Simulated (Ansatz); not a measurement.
Consider the cleavage of the Si–Si bond: `O[SiH2][SiH2][SeH]` + `N=C(N)S` → `N=C(S)N[SiH2]O` + `[SiH3][SeH]`.

Isolated molecules relaxed with PBE0-D4/def2-TZVP in Ansatz; ΔE leaves out vibrations. CBS: MP2 limit from def2 TZ/QZ plus the TZ coupled-cluster correction, frozen cores. DFT in def2-TZVPP. B3LYP here is the variant with VWN-RPA as its local correlation; programs differ in this. For Se outer-core shells are correlated without core-valence functions, which leaves a few kJ/mol of doubt a bond. Scalar relativity is left out up to krypton. Each species was taken in one conformer, which may not be the lowest.

`O[SiH2][SiH2][SeH]`:

```xyz
10

O    -0.773    1.822    0.565
Si   -1.197    0.485   -0.303
Si    0.783   -0.694   -0.734
Se    1.980   -0.500    1.224
H    -0.013    1.700    1.144
H    -1.900    0.953   -1.524
H    -2.113   -0.411    0.460
H     0.614   -2.122   -1.116
H     1.659   -0.023   -1.730
H     0.963   -1.209    2.014
```

`N=C(N)S`:

```xyz
8

N     1.157   -0.016   -1.092
C     0.189   -0.060   -0.278
N     0.270    0.497    0.971
S    -1.376   -0.835   -0.651
H     0.901   -0.355   -2.013
H     1.202    0.810    1.203
H    -0.211    0.019    1.714
H    -2.132   -0.062    0.146
```

`N=C(S)N[SiH2]O`:

Cartesian coordinates in Å:
```
N 1.587 0.857 -0.191
C 0.479 0.778 -0.802
S 0.051 2.005 -2.007
N -0.510 -0.174 -0.650
Si -0.628 -1.291 0.676
O -1.134 -0.615 2.079
H 1.740 0.065 0.431
H 1.240 2.620 -1.934
H -1.299 -0.079 -1.271
H -1.672 -2.257 0.283
H 0.705 -1.914 0.858
H -0.560 0.006 2.530
```

`[SiH3][SeH]`:

```xyz
6

Si   -0.396   -0.052    0.415
Se    0.403    0.004   -1.719
H     0.222   -1.151    1.198
H    -1.852   -0.291    0.269
H    -0.160    1.234    1.116
H     1.782    0.256   -1.279
```

**Question.** Is it downhill or uphill in electronic energy at CCSD(T)/CBS, and by how much? (Best estimate.)

**Answer.** Ansatz gave: Downhill: ΔE = -0.62 eV.

**Question.** What do these levels give: PBE-D4, B3LYP-D4, PBE, B3LYP, MP2/def2-TZVPP, CCSD(T)/def2-TZVPP? (An estimate is asked.)

**Answer.** Ansatz gave: PBE-D4 -0.37, B3LYP-D4 -0.58, PBE -0.37, B3LYP -0.58, MP2/def2-TZVPP -0.71, CCSD(T)/def2-TZVPP -0.65 eV.

Largest T1 diagnostic among the species: 0.014.

In def2-TZVPP, CCSD(T) changes the Hartree–Fock value by +0.16 eV (the triples alone add +0.02 eV) and MP2 by +0.09 eV. From PBE to PBE0 (25 % exact exchange), in def2-TZVPP and without D4, ΔE moves by −0.09 eV.
